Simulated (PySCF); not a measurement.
Species: C11H10O.
SMILES with atom numbers: `[CH2:1]=[C:2]1[CH:3]=[C:4]([O:5][CH3:6])[c:7]2[cH:8][cH:9][cH:10][cH:11][c:12]21` (hydrogens: H13, H14 on C1; H15 on C3; H16, H17, H18 on C6; H19 on C8; H20 on C9; H21 on C10; H22 on C11)

Level of theory: PySCF 2.14.0, PBE0-D3(BJ)/def2-SVP geometry optimisation, gas phase.

Task: What internal coordinates does the optimisation give?

Result: 
| bond | length (Å) | order |
| --- | --- | --- |
| C1=C2 | 1.345 | double |
| C2–C3 | 1.463 | single |
| C3=C4 | 1.364 | double |
| C4–O5 | 1.331 | single |
| O5–C6 | 1.404 | single |
| C4–C7 | 1.466 | single |
| C7–C8 | 1.389 | aromatic |
| C8–C9 | 1.398 | aromatic |
| C9–C10 | 1.397 | aromatic |
| C10–C11 | 1.399 | aromatic |
| C11–C12 | 1.388 | aromatic |
| C2–C12 | 1.481 | single |
| C7–C12 | 1.409 | aromatic |
| C1–H13 | 1.093 | single |
| C1–H14 | 1.092 | single |
| C3–H15 | 1.088 | single |
| C6–H16, C6–H17, C6–H18 | 1.101 | single |
| C8–H19 | 1.092 | single |
| C9–H20 | 1.093 | single |
| C10–H21 | 1.093 | single |
| C11–H22 | 1.093 | single |

Bonds in one row agree within 0.01 Å and their mean is given. Orders are formal, as drawn. A selection of angles:
| angle | degrees |
| --- | --- |
| C1–C2–C3 | 127.5 |
| C1–C2–C12 | 126.4 |
| C3–C2–C12 | 106.2 |
| C2–C3–C4 | 108.6 |
| C3–C4–O5 | 130.7 |
| C3–C4–C7 | 110.1 |
| O5–C4–C7 | 119.2 |
| C4–O5–C6 | 116.6 |
| C4–C7–C8 | 131.1 |
| C4–C7–C12 | 107.3 |
| C8–C7–C12 | 121.6 |
| C7–C8–C9 | 118.0 |
| C8–C9–C10 | 120.8 |
| C9–C10–C11 | 120.9 |
| C10–C11–C12 | 118.7 |
| C2–C12–C11 | 132.2 |
| C2–C12–C7 | 107.8 |
| C7–C12–C11 | 120.0 |

Dihedral angles: C1–C2–C3–C4 180° (antiperiplanar); C2–C3–C4–O5 180° (antiperiplanar); C3–C4–O5–C6 0° (synperiplanar); C3–C4–C7–C8 180° (antiperiplanar); C1–C2–C12–C11 0° (synperiplanar).

The 2 C–O bonds span 1.331 Å (C4–O5, drawn single) to 1.404 Å (O5–C6, drawn single), a spread of 0.073 Å. The C–C distances run from 1.345 Å (C1=C2, drawn double) to 1.481 Å (C2–C12, drawn single), a spread of 0.136 Å. Of the pairs four or more bonds apart, C6···H15 is among the closest relative to their van der Waals radii: 2.76 Å, 95 % of the sum of Bondi's values. The 12 heavy atoms lie in one plane (0.001 Å rms). The 5-membered ring C2–C3–C4–C7–C12 has internal angles of 106.2° to 110.1°; it is planar, 0.00 Å rms from its mean plane, widest ring torsion 0°. The 6-membered ring C7–C8–C9–C10–C11–C12 has internal angles of 118.0° to 121.6° (sum 720°, against 720° for a flat polygon); it is planar, 0.00 Å rms from its mean plane, widest ring torsion 0°. O5 (ether oxygen) is bent (angle 116.6°).

Point group: Cs (tolerance 0.08 Å). PBE0-D3(BJ)/def2-SVP frequencies: not computed here. One conformer, not necessarily the lowest.
